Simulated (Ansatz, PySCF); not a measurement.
Sn(OMe)2 (C2H6O2Sn), SMILES C[O][Sn][O]C (connectivity only; charge and spin as stated), neutral, multiplicity 1. Atoms are numbered in the order given.

```xyz
11

Sn     0.5793    -0.1374     1.1795
O     -1.3434     0.2096     0.7643
C     -2.0960     0.4900    -0.3702
H     -3.0334     1.0001    -0.0816
H     -1.5764     1.1471    -1.0931
H     -2.3844    -0.4297    -0.9154
O      1.4201    -0.1508    -0.6322
C      0.9822    -0.0639    -1.9486
H      0.8481     0.9863    -2.2734
H      1.7317    -0.5161    -2.6237
H      0.0233    -0.5854    -2.1299
```

Geometry optimised at PBE0-D3(BJ)/def2-SVP. The structure was generated by enumeration; whether it is a known compound was not checked. The def2 effective core potentials stand for the cores of Sn; spin–orbit coupling is left out. The values are those of a single conformer.

Two levels are set side by side: PBE-D3(BJ)/def2-SVP (Ansatz, a program for electronic structure) and PBE0-D3(BJ)/def2-SVP (Ansatz). Each level has its own optimised geometry; the coordinates shown are those of the second. Frequencies come from the Hessian of PySCF at each geometry. Differences are taken from unrounded values.

```tsv
quantity	PBE0-D3(BJ)	PBE-D3(BJ)	PBE-D3(BJ) minus PBE0-D3(BJ)
mean bond length (Å)	1.341	1.356	0.015
bond Sn1–O2 (Å)	1.997	2.029	0.032
bond Sn1–O7 (Å)	1.997	2.029	0.032
bond O2–C3 (Å)	1.390	1.403	0.013
bond O7–C8 (Å)	1.390	1.403	0.013
bond C3–H4 (Å)	1.106	1.115	0.009
bond C3–H5 (Å)	1.106	1.115	0.009
bond C3–H6 (Å)	1.107	1.117	0.009
bond C8–H9 (Å)	1.107	1.117	0.009
bond C8–H10 (Å)	1.106	1.115	0.009
bond C8–H11 (Å)	1.106	1.115	0.009
highest harmonic wavenumber (cm⁻¹)	3081	2978	-103
mean harmonic wavenumber (cm⁻¹)	1337	1286	-50
zero-point energy (kcal/mol)	51.59	49.65	-1.94
```

Exact exchange shortens and stiffens bonds; PBE has none. Differences between two approximate levels are no errors against the true value.
